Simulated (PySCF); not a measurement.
# Bond lengths and vibrations by method: AlBClH2 cation

Calculated results; nothing here was measured. The program is PySCF 2.14.0, an open-source quantum chemistry code, run on an isolated molecule that a program drew, which may never have been made. The molecule is AlBClH2 cation (charge +1, singlet), drawn as the SMILES string `[BH2][Al+][Cl]`.

The geometry was optimised and harmonic frequencies were computed with HF and MP2, all in the cc-pV(D+d)Z basis, for the commonest isotopes, with a restricted reference for singlets and an unrestricted one otherwise, and a frozen core in MP2. Each result is a local minimum of its method.

Geometry at the HF minimum:
```xyz
5
AlBClH2 cation, angstrom
B    -0.5833   -2.0516   -0.8485
Al   -1.1057   -1.7269   -2.9396
Cl   -1.5910   -1.4257   -4.8810
H     0.5529   -2.3045   -0.6166
H    -1.4645   -1.9572   -0.0591
```

Lengths of the bonds as drawn, in Å (atoms numbered as above):
```
   bond     HF    MP2
 B1-Al2  2.180  2.168
Al2-Cl3  2.024  2.030
  B1-H4  1.187  1.196
  B1-H5  1.187  1.196
```

Rotational constants, in GHz:
```
constant,HF,MP2
A,222.8,219.7
B,2.694,2.696
C,2.662,2.663
```

Harmonic frequencies in cm^-1, each column in rising order, so a row needn't be the same motion in every method:
| rank | HF | MP2 |
|---|---|---|
| 1 | 121 | 114 |
| 2 | 131 | 123 |
| 3 | 419 | 423 |
| 4 | 654 | 623 |
| 5 | 710 | 707 |
| 6 | 910 | ? |
| 7 | 1176 | 1123 |
| 8 | 2756 | 2688 |
| 9 | 2903 | 2835 |

**Estimate the missing MP2 frequency from the HF column.**

A single factor s that minimises the squared misfit of MP2 against s times HF over the other rows is sum(HF x MP2) / sum(HF^2) = 0.9747, with an rms misfit of 13 cm^-1. For rank 6 it gives 0.9747 x 910 = 887 cm^-1. The calculation gives 879 cm^-1, 8 cm^-1 below the estimate. The drawn bonds are on average 0.3 % longer in MP2 than in HF.
